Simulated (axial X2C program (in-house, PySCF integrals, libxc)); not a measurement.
# Low determinants of PbH at the PBE0 level, 2c

All values were computed with an axial X2C code built on PySCF integrals. Two-component (2c) means X2C with spin–orbit coupling and atomic mean-field two-electron Coulomb and Gaunt terms. Basis: Pb dyall-cv3z [12s14p10d7f1g], H dyall-v3z [6s2p1d] (cores contracted in-house); Gaussian nuclei, density fitting, unrestricted open shells. Masses: Pb 207.977 u, H 1.008 u.

Search at 1.849 Å (vertical energies from the lowest determinant):

| ΔE (eV) | state | electrons beyond evenly filled partner blocks | electrons in ±ω = 1/2, 3/2, 5/2, 7/2 |
| --- | --- | --- | --- |
| 0.00 | Ω = 1/2 | ω = 1/2 | 47 24 10 2 |
| 0.89 | Ω = 3/2 | ω = 3/2 | 46 25 10 2 |
| 3.02 | Ω = 1/2 | 2 × ω = -1/2, ω = 3/2 | 46 25 10 2 |
| 3.54 | Ω = 5/2 | 2 × ω = 1/2, ω = 3/2 | 46 25 10 2 |
| 4.57 | Ω = 1/2 | ω = 1/2 | 45 26 10 2 |
| 5.45 | Ω = 3/2 | 3 × ω = 1/2 | 47 24 10 2 |

Lowest determinant, Ω = 1/2 (⟨Sz⟩ = -0.45, ⟨Lz⟩ = 0.95 at PBE0): Re = 1.847 Å, ωe = 1556.5 cm⁻¹.

The determinant in row 2 of the search, Ω = 3/2 (⟨Sz⟩ = 0.53, ⟨Lz⟩ = 0.97 at PBE0), was followed along the bond at PBE0; measured from the minimum of the lowest determinant it gives:

Te = 0.888 eV (7160 cm⁻¹), Re = 1.822 Å, ωe = 1628.5 cm⁻¹.

Compare the bond of the determinant in row 2 with that of the lowest one.

At PBE0 its Re is 0.025 Å shorter and its force constant, which goes as ωe², is 1.09 times that of the lowest determinant. T0 ≈ Te + Δωe/2 = 7160 + (36) = 7196 cm⁻¹.

The search compares states at one distance, so a state with another bond length can lie lower; it is not exhaustive and yields mostly the lowest determinant of each block pattern, so other components and higher states of one pattern are missing. These are energies of single determinants, not of spin-adapted states; PBE0 term energies can be off by some tenths of an eV, and the functional has no current term.
